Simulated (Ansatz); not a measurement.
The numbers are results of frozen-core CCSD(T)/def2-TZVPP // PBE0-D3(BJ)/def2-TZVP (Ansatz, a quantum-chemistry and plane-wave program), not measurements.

Ansatz 0.2 input:
```yaml
crystal:
  periodic: [false, false, false]
  atoms:
    - { symbol: Se, position_ang: [-0.00081, 0.690432, -0.000002] }
    - { symbol: H, position_ang: [-1.064086, -0.346466, 0.000008] }
    - { symbol: H, position_ang: [1.064897, -0.343966, -0.000006] }
basis:
  gaussian: { orbitals: def2-TZVPP }
correlation:
  method: ccsd_t
total_charge: 1
magnetization:
  spin_polarized: true
  initial_magnetization: 1
```

Output:

```
Functional definition: HF
470 factors; integrals over basis functions are off by at most 9.6e-4 eV
mean field evaluation 1: about -65325.3730 eV, gradient 8.7e0 eV
mean field evaluation 2: about -65325.3746 eV, gradient 8.7e0 eV
mean field evaluation 4: about -65325.8885 eV, gradient 1.4e0 eV
mean field evaluation 8: about -65325.9068 eV, gradient 3.6e-4 eV
mean field evaluation 16: about -65325.9042 eV, gradient 1.1e-1 eV
mean field evaluation 32: about -65322.6219 eV, gradient 4.4e0 eV
mean field -65325.90677041 eV, -2400.6827943225 hartree, gradient 1.2e-6 eV, S^2 0.763881; 1 other end points of the search recorded, 0 dependent functions left out
determinant -65325.90677041 eV, -2400.6827943225 hartree, with singles and doubles -65333.19252706 eV, -2400.9505409410 hartree
determinant -65322.73380647 eV, -2400.5661900484 hartree, with singles and doubles -65330.09274902 eV, -2400.8366261993 hartree
9 core orbitals not correlated
reference -65325.90677041 eV, -2400.6827943225 hartree; 9, 8 occupied and 58, 59 virtual orbitals, 470 factors
second order -6.78048330 eV of doubles, -0.00000000 eV of singles
cycle   1  -7.22479088 eV  change   -3.0e-1 eV  update   1.5e-2
cycle   2  -7.23449842 eV  change   -9.7e-3 eV  update   3.2e-3
cycle   3  -7.23572430 eV  change   -1.2e-3 eV  update   1.0e-3
cycle   4  -7.23623179 eV  change   -5.1e-4 eV  update   2.8e-4
cycle   5  -7.23629032 eV  change   -5.9e-5 eV  update   8.4e-5
cycle   6  -7.23633147 eV  change   -4.1e-5 eV  update   2.4e-5
cycle   7  -7.23633949 eV  change   -8.0e-6 eV  update   7.9e-6
perturbative correction -0.20871360 eV, -0.0076700835 hartree
Total energy: -65333.35182350 eV, -2400.9563949772 hartree
```

Cost: around 9 core-seconds (rough).
